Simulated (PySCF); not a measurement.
BGeH₅NO, CH₇GeSi, ClGeH₃OSi (calculated)

Computed with PySCF 2.14.0. Calculation on a computer-drawn molecule: optimised geometry and harmonic frequencies of an isolated molecule of the commonest isotopes, restricted reference for singlets and unrestricted otherwise, frozen core in MP2; on germanium a core potential holds 10 electrons, which the energies leave out, and 3d is frozen in MP2 and coupled-cluster steps.

Common to all runs: charge 0; basis and core potential on germanium cc-pVDZ-PP ECP10MDF.

(1) BGeH₅NO

Start structure:
```xyz
9
BGeH5NO
N      0.6220     1.9968    -1.5977
Ge    -0.0859     1.0341    -0.1682
B      1.5494     0.7223     1.1041
O      1.7365    -0.4105     1.6613
H      1.3722     1.5002    -2.0510
H     -0.1521     2.2251    -2.3178
H     -1.0514     2.0975     0.4157
H     -0.9725    -0.0902    -0.6116
H      2.5344    -0.6097     2.3112
```

- multiplicity: 2
- method: HF
- basis: cc-pVDZ
- rotational constants: 13.03, 2.407, 2.12 GHz
- total energy: -450.2815 hartree
- spin squared: 0.7574
- convergence status largest gradient component: 8.487e-06 hartree/bohr

Drawn bonds:
```csv
atom,other atom,order
1,2,1
2,3,1
3,4,1
1,5,1
1,6,1
2,7,1
2,8,1
4,9,1
```

Optimised structure:
```xyz
9
BGeH5NO
N      0.6172     2.0235    -1.6305
Ge    -0.0565     1.0071    -0.2393
B      1.5869     0.1803     0.7539
O      1.6520    -0.0577     2.0656
H      1.2560     1.5166    -2.2200
H     -0.0890     2.4255    -2.2238
H     -0.9092     1.9582     0.6130
H     -0.9723    -0.1396    -0.7234
H      2.4674    -0.4483     2.3505
```

Modes:
```csv
frequency (cm⁻¹),reduced mass (dalton)
61.52,6.761
142.8,2.375
219.8,1.365
269.3,4.824
434.3,1.331
548,3.022
583.5,1.161
638.7,1.428
689.1,2.511
753.7,1.213
813.5,1.1
957.2,1.036
998.9,1.133
1117,1.232
1406,10.9
1701,1.095
2150,1.021
2201,1.018
3727,1.051
3815,1.093
4119,1.066
```

(2) CH₇GeSi

Start structure:
```xyz
10
CH7GeSi
C      1.7989    -1.5676    -0.3709
Ge     2.1895     0.0401     0.7108
Si     0.0635     0.6666     1.7629
H      0.8898    -1.4432    -0.9728
H      1.5268    -2.4975     0.2578
H      2.6391    -1.8987    -0.9911
H      2.1504     1.0841    -0.4870
H      0.2061     1.8990     2.4590
H     -0.2299    -0.3456     2.7933
H     -1.0668     0.6412     0.8700
```

* multiplicity: 2
* method: HF
* basis: cc-pV(D+d)Z
* rotational constants: 11.1, 2.745, 2.318 GHz
* total energy: -624.2315 hartree
* spin squared: 0.7567
* convergence status largest gradient component: 1.682e-05 hartree/bohr

Drawn bonds:
```csv
atom,other atom,order
1,2,1
2,3,1
1,4,1
1,5,1
1,6,1
2,7,1
3,8,1
3,9,1
3,10,1
```

Optimised structure:
```xyz
10
CH7GeSi
C      1.7894    -1.6694    -0.4167
Ge     1.9403     0.0609     0.5258
Si     0.0115     0.6601     1.8297
H      1.0020    -1.6201    -1.1725
H      1.5503    -2.4664     0.2889
H      2.7323    -1.9089    -0.9108
H      2.3205     1.1669    -0.4778
H      0.2613     1.9522     2.5103
H     -0.2262    -0.3856     2.8534
H     -1.2139     0.7887     1.0017
```

Modes:
```csv
frequency (cm⁻¹),reduced mass (dalton)
85.28,1.1
124.1,1.488
128.6,1.639
350.3,7.017
408.1,1.066
540.7,1.11
564.5,1.115
599.8,4.122
708,1.084
834.6,1.201
916.7,1.192
981.2,1.111
1022,1.038
1028,1.035
1366,1.209
1556,1.054
1558,1.055
2163,1.02
2289,1.042
2303,1.038
2309,1.04
3178,1.033
3267,1.103
3280,1.104
```

(3) ClGeH₃OSi

Start structure:
```xyz
7
ClGeH3OSi
Si    -0.1076    -2.2359     1.8349
O     -1.1262    -1.0881     1.2196
Ge    -1.0956     0.5731     0.6145
Cl    -0.7680     1.8694     2.3144
H      1.2219    -1.4936     1.6374
H     -2.4649     0.8850     0.0469
H      0.0796     0.7556    -0.3291
```

- multiplicity: 1
- method: MP2
- basis: cc-pV(D+d)Z
- total energy: ?
- rotational constants: ?

Drawn bonds:
```csv
atom,other atom,order
1,2,1
2,3,1
3,4,1
1,5,1
3,6,1
3,7,1
```

**Q.** ClGeH₃OSi (entry 3): total energy?
**A.** -1118.9806 hartree

**Q.** Give the missing rotational constants for ClGeH₃OSi (entry 3).
**A.** 4.772, 1.608, 1.272 GHz

Further results for ClGeH₃OSi (entry 3):

- convergence status largest gradient component: 2.235e-05 hartree/bohr

Optimised structure:
```xyz
7
ClGeH3OSi
Si    -0.0657    -2.2040     1.8212
O     -1.2454    -1.1537     1.2400
Ge    -1.0853     0.5437     0.6333
Cl    -0.7342     1.8235     2.3374
H      1.1691    -1.3162     1.5668
H     -2.4297     0.9226     0.0238
H      0.1305     0.6496    -0.2839
```

Modes:
```csv
frequency (cm⁻¹),reduced mass (dalton)
43.58,7.106
146.8,4.123
188.5,3.485
299.7,1.711
434,30.31
532,2.154
573.8,1.999
678,1.07
806.5,1.273
865.4,1.117
914.7,1.237
940.4,2.622
1990,1.043
2233,1.017
2251,1.024
```
